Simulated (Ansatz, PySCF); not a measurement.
Spin states of BrOV (SMILES [O]=[V][Br]), each relaxed with B3LYP-D3(BJ)/def2-TZVP.
State 1 (charge 0, multiplicity 3):
```xyz
3

V      0.37177    -0.20450     0.20412
O      1.47858    -0.27802    -0.92277
Br    -1.88352     0.52989     0.64833
```
State 2 (charge 0, multiplicity 1):
```xyz
3

V      0.39248    -0.22793     0.25292
O      1.42483    -0.25386    -0.93326
Br    -1.85048     0.52917     0.61002
```

```tsv
level	energy of the multiplicity-1 state less that of the multiplicity-3 state (kJ/mol)	cost
PBE-D3(BJ)/def2-TZVPP	101.9	×1
BLYP-D4/def2-TZVPP	87.1	×1
r2SCAN/def2-TZVPP	109.7	×2
r2SCAN-D3(BJ)/def2-TZVPP	109.7	×2
r2SCANh/def2-TZVPP	113.4	×1
B3LYP/def2-TZVPP	95.1	×0.5
PBE0/def2-TZVPP	112.9	×0.6
PBE0-D3(BJ)/def2-TZVPP	112.8	×0.6
BHLYP-D3(BJ)/def2-TZVPP	105.8	×0.8
BHLYP-D4/def2-TZVPP	105.7	×0.8
CAM-B3LYP/def2-TZVPP	99.8	×0.7
wB97X-V/def2-TZVPP	89.9	×2
B2PLYP-D3(BJ)/def2-TZVPP	91.7	×1
B2PLYP-D4/def2-TZVPP	91.7	×1
```

The rows run from 87.1 (BLYP-D4/def2-TZVPP) to 113.4 kJ/mol (r2SCANh/def2-TZVPP). The dispersion term adds 0.0 in r2SCAN-D3(BJ), -0.1 in PBE0-D3(BJ). The 6 functionals in def2-TZVPP without D3 or D4 span 23.5, from wB97X-V to r2SCANh.

Singlets are restricted, other states unrestricted; no spin–orbit coupling, no relativity up to Kr; see below for the cores. The largest T1 diagnostic is 0.064.

Correlated levels freeze the inner cores; with def2 sets outer-core shells near the valence are correlated too.

Doubts at one or more of the structures used: a restricted determinant that unrestricted orbitals would lower (B2PLYP-D3(BJ)/def2-TZVPP, B2PLYP-D4/def2-TZVPP).

Codes used: Ansatz (a first-principles code); PySCF for the dispersion terms. 

Costs are rough ratios of core time to PBE/def2-TZVPP (about 50 s over the structures, on one shared machine); a dash marks a level with no comparable run of its own.
